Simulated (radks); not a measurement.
Question: The mean radii <r> (bohr) of the occupied orbitals of an atom or ion are listed with their occupations. All-electron calculation, non-relativistic Kohn-Sham, SCAN, spin-unpolarised, spherical densities, point nucleus; meta-GGA in the generalised Kohn-Sham scheme. Program: a radial shooting solver on a logarithmic mesh with Libxc functionals.

| orbital | occ. | <r> |
|---|---|---|
| 1s | 2 | 0.06158 |
| 2s | 2 | 0.2818 |
| 2p | 6 | 0.2480 |
| 3s | 2 | 0.8590 |
| 3p | 6 | 0.9068 |
| 3d | 5 | 1.198 |
| 4s | 1 | 3.116 |
| 4p | 1 | 4.157 |

Name the element and its charge.

Answer: Z = 25, manganese, charge 0: Mn in [Ar] 3d5 4s1 4p1. The 1s radius gives Z: for a bare nucleus <r> = 1.5/Z, 0.06 bohr for Z = 25, and screening makes it slightly larger (0.06158 here). The occupations add up to 25, and the charge is Z minus that.
